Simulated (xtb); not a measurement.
Cl$_{2}$Pb, charge +1, doublet, from a rough starting geometry (GFN-xTB shapes and energies of metal compounds can be far from the true ones) (a state made from the parent by changing its charge; the spin is typed, not shown lowest); GFN2-xTB run with xtb 6.7.1.

xtb was given this input:
```
$ xtb mol.xyz --gfn 2 --chrg 1 --uhf 1 --opt vtight --json

# file mol.xyz
3

Pb     0.00786875    -0.01893436     1.08340280
Cl     1.28445079     1.46497378    -0.51919570
Cl    -1.27758513    -1.37638441    -0.52719608
```

Output, abridged:

```
   ID    Z sym.   atoms
    1   82 Pb     1
    2   17 Cl     2, 3

           -------------------------------------------------
          |                Calculation Setup                |
           -------------------------------------------------

           -------------------------------------------------
          |                 G F N 2 - x T B                 |
           -------------------------------------------------

          ...................................................
          :                      SETUP                      :
          :.................................................:
          :  # basis functions                  24          :
          :  # atomic orbitals                  22          :
          :  # shells                            8          :
          :  # electrons                        17          :
          :  max. iterations                   250          :
          :  Hamiltonian                  GFN2-xTB          :
          :  restarted?                      false          :
          :  GBSA solvation                  false          :
          :  PC potential                    false          :
          :  electronic temp.          300.0000000     K    :
          :  accuracy                    1.0000000          :
          :  -> integral cutoff          0.2500000E+02      :
          :  -> integral neglect         0.1000000E-07      :
          :  -> SCF convergence          0.1000000E-05 Eh   :
          :  -> wf. convergence          0.1000000E-03 e    :
          :  Broyden damping             0.4000000          :
          :  net charge                          1          :
          :  unpaired electrons                  1          :
          ...................................................

 iter      E             dE          RMSdq      gap      omega  full diag
   1    -10.9594766 -0.109595E+02  0.992E+00    4.13       0.0  T
   2    -10.9349941  0.244825E-01  0.731E+00    3.25       1.0  T
   3    -10.8878900  0.471041E-01  0.861E+00    2.73       1.0  T
   4    -10.9324858 -0.445958E-01  0.546E+00    3.25       1.0  T
   5    -10.9345720 -0.208619E-02  0.471E+00    3.27       1.0  T
   6    -10.9422467 -0.767472E-02  0.447E+00    3.28       1.0  T
   7    -10.9537976 -0.115509E-01  0.357E+00    3.31       1.0  T
   8    -10.9521193  0.167833E-02  0.388E+00    3.31       1.0  T
   9    -10.9634012 -0.112819E-01  0.265E+00    3.32       1.0  T
  10    -10.9635337 -0.132560E-03  0.260E+00    3.32       1.0  T
  11    -10.9712461 -0.771238E-02  0.807E-01    3.33       1.0  T
  12    -10.9692413  0.200476E-02  0.145E+00    3.33       1.0  T
  13    -10.9685531  0.688271E-03  0.161E+00    3.33       1.0  T
  14    -10.9669730  0.158008E-02  0.198E+00    3.32       1.0  T
  15    -10.9688885 -0.191548E-02  0.152E+00    3.33       1.0  T
  16    -10.9717477 -0.285925E-02  0.113E-01    3.33       1.0  T
  17    -10.9717484 -0.705671E-06  0.847E-02    3.33       1.0  T
  18    -10.9717505 -0.209440E-05  0.765E-02    3.33       1.0  T
  19    -10.9717529 -0.233414E-05  0.669E-02    3.33       1.0  T
  20    -10.9717568 -0.395665E-05  0.350E-02    3.33       1.6  T
  21    -10.9717577 -0.870036E-06  0.221E-02    3.33       2.6  T
  22    -10.9717582 -0.557442E-06  0.868E-04    3.33      66.5  T
  23    -10.9717582  0.393599E-07  0.585E-03    3.33       9.9  T
  24    -10.9717582 -0.179963E-07  0.410E-03    3.33      14.1  T
  25    -10.9717582 -0.123629E-07  0.266E-03    3.33      21.7  T
  26    -10.9717582 -0.855904E-08  0.583E-04    3.33      99.1  T

   *** convergence criteria satisfied after 26 iterations ***

         :::::::::::::::::::::::::::::::::::::::::::::::::::::
         ::                     SUMMARY                     ::
         :::::::::::::::::::::::::::::::::::::::::::::::::::::
         :: total energy             -10.971107457773 Eh    ::
         :: gradient norm              0.017827631729 Eh/a0 ::
[...]
 * total energy  :   -10.9729895 Eh     change       -0.9362906E-04 Eh
 * total energy  :   -10.9733428 Eh     change       -0.3533200E-03 Eh
 * total energy  :   -10.9743120 Eh     change       -0.9691925E-03 Eh
 * total energy  :   -10.9764962 Eh     change       -0.2184131E-02 Eh
 * total energy  :   -10.9541192 Eh     change        0.2237697E-01 Eh
 * total energy  :   -10.9766493 Eh     change       -0.2253012E-01 Eh
 * total energy  :   -10.9770592 Eh     change       -0.4098627E-03 Eh
 * total energy  :   -10.9771713 Eh     change       -0.1121247E-03 Eh
 * total energy  :   -10.9772097 Eh     change       -0.3835458E-04 Eh
 * total energy  :   -10.9772148 Eh     change       -0.5090262E-05 Eh
 * total energy  :   -10.9772151 Eh     change       -0.3860093E-06 Eh
 * total energy  :   -10.9772151 Eh     change       -0.3894398E-08 Eh
   *** GEOMETRY OPTIMIZATION CONVERGED AFTER 19 ITERATIONS ***
         :: total energy             -10.977215146366 Eh    ::
[...]

           -------------------------------------------------
          |                Property Printout                |
           -------------------------------------------------

    * Orbital Energies and Occupations

         #    Occupation            Energy/Eh            Energy/eV
      -------------------------------------------------------------
         1        2.0000           -1.2424311             -33.8083
         2        2.0000           -1.2341953             -33.5842
         3        2.0000           -1.0859416             -29.5500
         4        2.0000           -0.6725672             -18.3015
         5        2.0000           -0.6546766             -17.8147
         6        2.0000           -0.6474294             -17.6175
         7        2.0000           -0.6455473             -17.5662
         8        2.0000           -0.6271325             -17.0651
         9        1.0000           -0.6023252             -16.3901 (HOMO)
        10                         -0.5228593             -14.2277 (LUMO)
        11                         -0.4458089             -12.1311
        12                         -0.3324145              -9.0455
        13                         -0.1876333              -5.1058
        14                         -0.1867609              -5.0820
        15                         -0.1860874              -5.0637
        16                         -0.1854782              -5.0471
        17                         -0.1842841              -5.0146
        18                         -0.1835507              -4.9947
        19                         -0.1831362              -4.9834
        20                         -0.1825227              -4.9667
       ...                                ...                  ...
        22                         -0.1634275              -4.4471
      -------------------------------------------------------------
                  HL-Gap            0.0794659 Eh            2.1624 eV
             Fermi-level           -0.5886605 Eh          -16.0183 eV

     #   Z          covCN         q      C6AA      α(0)
     1  82 Pb       1.652     1.011   415.808    42.644
     2  17 Cl       1.179    -0.005    99.389    15.252
     3  17 Cl       1.179    -0.005    99.389    15.252

 Mol. C6AA /au·bohr⁶  :       1601.698404
 Mol. C8AA /au·bohr⁸  :     146487.936003
 Mol. α(0) /au        :         73.149137

Wiberg/Mayer (AO) data.
largest (>0.10) Wiberg bond orders for each atom

 ---------------------------------------------------------------------------
     #   Z sym  total        # sym  WBO       # sym  WBO       # sym  WBO
 ---------------------------------------------------------------------------
     1  82 Pb   1.647 --     3 Cl   0.823     2 Cl   0.823
     2  17 Cl   1.314 --     1 Pb   0.823     3 Cl   0.490
     3  17 Cl   1.314 --     1 Pb   0.823     2 Cl   0.490
 ---------------------------------------------------------------------------

Topologies differ in total number of bonds
Writing topology from bond orders to xtbtopo.mol

molecular dipole:
                 x           y           z       tot (Debye)
 q only:        0.054      -0.025       2.795
   full:        0.053      -0.024       2.769       7.039
molecular quadrupole (traceless):
                xx          xy          yy          xz          yz          zz
 q only:       -3.826      -0.055      -3.840       0.220      -0.097       7.666
  q+dip:       -5.028       0.872      -4.849       0.297      -0.193       9.878
   full:       -4.426       0.604      -4.304       0.263      -0.147       8.730

optimized geometry written to: xtbopt.xyz

           -------------------------------------------------
          | TOTAL ENERGY              -10.977215146366 Eh   |
          | GRADIENT NORM               0.000005371077 Eh/α |
          | HOMO-LUMO GAP               2.162376856380 eV   |
           -------------------------------------------------

normal termination of xtb
```
